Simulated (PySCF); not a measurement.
C4H2N2, SMILES C(#C)/C=N/C#N. Atoms are numbered in the order given.

```xyz
8

C     -0.1344    -2.9693     0.0000
C      0.0918    -1.7775     0.0000
C      0.4340    -0.3987     0.0000
N     -0.4662     0.5172     0.0000
C     -0.1236     1.8001     0.0000
N      0.0712     2.9481     0.0000
H     -0.3536    -4.0226     0.0000
H      1.5123    -0.1626     0.0000
```

Geometry: PBE0-D3(BJ)/def2-SVP. The structure was generated by enumeration; whether it is a known compound was not checked.

These are PySCF with TDA-PBE/def2-SVPD values and carry that method's errors.

Vertical excitations. Isolated molecule, no solvent. State labels are in the subgroup Cs.

Computed lowest excited states:
```json
[
 {"state": "S1", "symmetry": "A\"", "energy (eV)": "3.29", "λ (nm)": "377", "f": "0.001", "main pairs": "HOMO→LUMO 100 %"},
 {"state": "S2", "symmetry": "A\"", "energy (eV)": "4.08", "λ (nm)": "304", "f": "0.000", "main pairs": "HOMO−2→LUMO 100 %"},
 {"state": "S3", "symmetry": "A\"", "energy (eV)": "4.83", "λ (nm)": "257", "f": "0.003", "main pairs": "HOMO−3→LUMO 99 %"},
 {"state": "S4", "symmetry": "A'", "energy (eV)": "5.04", "λ (nm)": "246", "f": "0.574", "main pairs": "HOMO−1→LUMO 81 %"},
 {"state": "S5", "symmetry": "A\"", "energy (eV)": "5.62", "λ (nm)": "221", "f": "0.000", "main pairs": "HOMO−5→LUMO 99 %"},
 {"state": "S6", "symmetry": "A'", "energy (eV)": "5.64", "λ (nm)": "220", "f": "0.008", "main pairs": "HOMO−4→LUMO 78 %"},
 {"state": "S7", "symmetry": "A'", "energy (eV)": "5.91", "λ (nm)": "210", "f": "0.016", "main pairs": "HOMO→LUMO+1 88 %"},
 {"state": "S8", "symmetry": "A\"", "energy (eV)": "6.17", "λ (nm)": "201", "f": "0.001", "main pairs": "HOMO−1→LUMO+1 100 %"},
 {"state": "S9", "symmetry": "A'", "energy (eV)": "7.16", "λ (nm)": "173", "f": "0.023", "main pairs": "HOMO→LUMO+2 67 %, HOMO→LUMO+4 14 %"},
 {"state": "S10", "symmetry": "A\"", "energy (eV)": "7.27", "λ (nm)": "171", "f": "0.006", "main pairs": "HOMO−1→LUMO+2 97 %"},
 {"state": "T1", "symmetry": "A\"", "energy (eV)": "2.86", "λ (nm)": "434", "f": "0", "main pairs": "HOMO→LUMO 100 %"},
 {"state": "T2", "symmetry": "A'", "energy (eV)": "2.87", "λ (nm)": "431", "f": "0", "main pairs": "HOMO−1→LUMO 99 %"},
 {"state": "T3", "symmetry": "A\"", "energy (eV)": "3.82", "λ (nm)": "325", "f": "0", "main pairs": "HOMO−2→LUMO 99 %"},
 {"state": "T4", "symmetry": "A\"", "energy (eV)": "4.42", "λ (nm)": "281", "f": "0", "main pairs": "HOMO−3→LUMO 99 %"}
]
```
Triplets are in the Tamm–Dancoff approximation.
